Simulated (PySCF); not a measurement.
# Stretching LiCd⁺

Set-up: Li def2-TZVP, Cd def2-TZVP with ECP28; scalar-relativistic core potentials (PySCF 2.14). Energies in eV from Li⁺ + Cd in their ground configurations at the same level. State: ¹Σ⁺ (singlet), closed shell.

All columns are LDA. A positive dipole points towards Cd; it is taken about the centre of mass and depends on that origin.

| R (Å) | E (eV) | μ (D) | Mulliken charge on Li (basis-dependent) | HOMO (eV) | LUMO (eV) | Mayer bond order | ⟨S²⟩ |
| --- | --- | --- | --- | --- | --- | --- | --- |
| 2.382 | -0.533 | -7.14 | 0.70 | -11.90 | -7.19 | 0.51 | 0.00 |
| 2.493 | -0.612 | -7.59 | 0.71 | -11.75 | -7.20 | 0.50 | 0.00 |
| 2.604 | -0.650 | -8.07 | 0.72 | -11.60 | -7.20 | 0.48 | 0.00 |
| 2.687 | -0.659 | -8.44 | 0.73 | -11.49 | -7.20 | 0.46 | 0.00 |
| 2.770 | -0.655 | -8.82 | 0.74 | -11.38 | -7.19 | 0.45 | 0.00 |
| 2.853 | -0.643 | -9.22 | 0.75 | -11.27 | -7.19 | 0.43 | 0.00 |
| 2.964 | -0.616 | -9.76 | 0.77 | -11.13 | -7.18 | 0.41 | 0.00 |
| 3.102 | -0.572 | -10.46 | 0.79 | -10.95 | -7.17 | 0.38 | 0.00 |
| 3.269 | -0.512 | -11.32 | 0.81 | -10.74 | -7.15 | 0.35 | 0.00 |
| 3.490 | -0.431 | -12.51 | 0.84 | -10.48 | -7.12 | 0.30 | 0.00 |

A fit through these points gives, at Re = 2.703 Å, μ = -8.51 D and dμ/dR = -4.58 D/Å; the reduced mass is 6.609 u.

Problem. How strong is the fundamental in the double-harmonic approximation, I = 42.26·(dμ/dR)²/μred km/mol?

Solution. I = 42.26·(-4.58)²/6.609 = 134 km/mol at LDA.

Closed-shell solutions of metal pairs were not tested for spin polarisation, which can lower them a little. For an ion De counts to the pair picked by the measured ionisation energies or electron affinities, which need not be the lowest pair at this level.
